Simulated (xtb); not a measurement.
C₆H₅O (SMILES Oc1[c]cccc1), doublet, at a GFN2-xTB geometry. Base run: GFN2-xTB run with xtb 6.7.1.

The xtb input:
```
$ xtb mol.xyz --gfn 2 --uhf 1 --json

# file mol.xyz
12

O      2.27676535    -0.48886203    -0.04083041
C      0.94645310    -0.22625118    -0.01441721
C      0.01914360    -1.22807427     0.13549520
C     -1.32490580    -1.04354997     0.17114835
C     -1.81577177     0.25806659     0.04719198
C     -0.92317777     1.30126057    -0.10586203
C      0.44091718     1.07286965    -0.13748392
H      2.77062526     0.33231355    -0.15259178
H     -2.00456455    -1.87330145     0.29162108
H     -2.88011935     0.43633204     0.07185845
H     -1.29012743     2.31292628    -0.20281411
H      1.13411206     1.89669740    -0.25786455
```

Variants of this job, named by their change:

```
change        ΔE vs base (kJ/mol)  dipole (D)  G_solv (kcal/mol)  SCF cycles
------------  -------------------  ----------  -----------------  ----------
base                         0.00        2.41                  -          12
etemp = 1000                 0.00        2.41                  -          12
alpb = dmf                  -36.5        2.65              -9.24          11
alpb = cs2                 -23.21        2.53              -5.60          11
etemp = 5000               -17.36        2.57                  -          12
acc = 0.1                    0.00        2.41                  -          14
acc = 30                     0.00        2.41                  -           8
```

ALPB and GBSA are two models with their own fitted parameters for each solvent, which aren't always the measured dielectric constant.
